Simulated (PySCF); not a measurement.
# As³⁺ (arsenic, charge +3) across methods

[Ar] 3d10 4s2, closed-shell 1S. All numbers are calculated (PySCF 2.14, a scalar-relativistic core potential, in aug-cc-pVTZ-PP with ECP10MDF).

```csv
method,E (hartree),mean ε 3p (eV),mean ε 3d (eV),mean ε 4s (eV),Σ⟨r²⟩ (bohr²),⟨S²⟩
r2SCAN,-330.2064,-172.46,-76.340,-44.703,15.93,0.000
UHF,-329.19353,-197.79,-90.944,-48.087,16.10,0.000
HSE06,-330.3041,-175.27,-79.468,-45.212,15.95,0.000
M06,-330.4513,-176.69,-80.280,-46.420,15.85,0.000
B3LYP,-330.3978,-174.23,-79.152,-45.552,15.97,0.000
LDA,-329.8214,-167.74,-75.837,-44.793,15.94,0.000
PBE0,-330.3103,-175.71,-79.904,-45.489,15.96,0.000
PBE,-330.3475,-167.93,-75.793,-44.306,15.96,0.000
```

Q: Estimate the same row for BLYP.

A: E (hartree) = -330.3312; mean ε 3p (eV) = -167.85; mean ε 3d (eV) = -75.684; mean ε 4s (eV) = -44.440; Σ⟨r²⟩ (bohr²) = 15.97; ⟨S²⟩ = 0.000.

Energies and moments cover only the electrons outside the core potential.
